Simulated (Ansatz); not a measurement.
Geometry optimisation, Ansatz 0.2.0, RKS B3LYP/def2-SVPD.

input.yaml

```yaml
crystal:
  periodic: [false, false, false]
  atoms:
    - { symbol: O, position_ang: [-0.29538, -0.53826, -0.21671] }
    - { symbol: Se, position_ang: [1.15064, 0.3352, 0.6664] }
    - { symbol: H, position_ang: [-0.85526, 0.20306, -0.4497] }
total_charge: -1
basis:
  gaussian: { orbitals: def2-SVPD }
hamiltonian:
  xc: b3lyp
relax:
  f_tol: 0.02
  max_steps: 40
```

Run as:

```bash
$ ansatz run input.yaml --threads 1 --pin off --max-ram 2048MiB --backend cpu --events-out ev --progress --plain --runs-dir out
```

Task: Where does it end, and by what steps?

Result: The forces met the threshold. Limits of this set-up: the dipole of an ion depends on the origin. After 4 steps the energy has fallen by 0.011 eV; Se2 moved furthest, 0.03 Å.

```json
{"step": "0", "energy less start (eV)": "0.0000", "largest force component (eV/Å)": "0.448", "accepted": "yes"}
{"step": "1", "energy less start (eV)": "-0.0087", "largest force component (eV/Å)": "0.172", "accepted": "yes"}
{"step": "2", "energy less start (eV)": "-0.0104", "largest force component (eV/Å)": "0.034", "accepted": "yes"}
{"step": "3", "energy less start (eV)": "-0.0105", "largest force component (eV/Å)": "0.032", "accepted": "yes"}
{"step": "4", "energy less start (eV)": "-0.0105", "largest force component (eV/Å)": "0.001", "accepted": "yes"}
```

```xyz
3
Properties=species:S:1:pos:R:3
O -0.303 -0.541 -0.221
Se 1.173 0.340 0.679
H -0.870 0.201 -0.458
```

Whether the end is a true minimum wasn't checked by a vibrational analysis.

Time of the run: 9.5 s on 1 thread of Arm Neoverse V2, with other jobs on the host, peak memory 0.12 GiB.
